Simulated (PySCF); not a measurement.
A calculated (r2SCANh, PySCF 2.14, ANO-RCC-VTZP, the spin-free X2C one-electron Hamiltonian (Gaussian nucleus)) atom or ion has these occupied shells.

| shell | electrons | orbital energy (eV) | rms radius, mean of both spins (bohr) |
| --- | --- | --- | --- |
| 1s α | 1 | -1805.9 | 0.129 |
| 1s β | 1 | -1805.5 | 0.129 |
| 2s α | 1 | -146.79 | 0.617 |
| 2s β | 1 | -146.37 | 0.617 |
| 2p α | 3 | -100.46 | 0.602 |
| 2p β | 3 | -99.841 | 0.602 |
| 3s α | 1 | -13.882 | 2.29 |
| 3p α | 3 | -6.148 | 2.82 |

Problem. Name the element and its charge.

Solution. Si (silicon, neutral), in [Ne] 3s1 3p3, high-spin 5S determinant (an excited configuration).
